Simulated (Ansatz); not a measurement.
Molecule: CH4Si (charge +1, doublet). 
Coordinates optimised at B3LYP-D3(BJ)/def2-TZVP (Ansatz, a first-principles code):
```
Si
H 1 1.4654
H 1 1.4654 2 120.93
C 1 1.7952 2 119.53 3 -180.00
H 4 1.0858 1 121.96 2 180.00
H 4 1.0858 5 116.09 1 180.00
```
Charge +1, spin multiplicity 2.

Basis-set convergence of Hartree-Fock and CCSD correlation energies (hartree) with Ansatz. Correlated levels leave the core frozen unless marked. UHF or UKS for open shells. Spin-orbit coupling is left out. Non-relativistic.

| basis | functions | E(HF) | E(corr, CCSD) |
|---|---|---|---|
| def2-SVP | 52 | -328.67390 | -0.22925 |
| def2-TZVPP | 129 | … | … |

Q: What belongs in the gaps?

A: 
- def2-TZVPP, E(HF): -328.82366
- def2-TZVPP, E(corr, CCSD): -0.27326
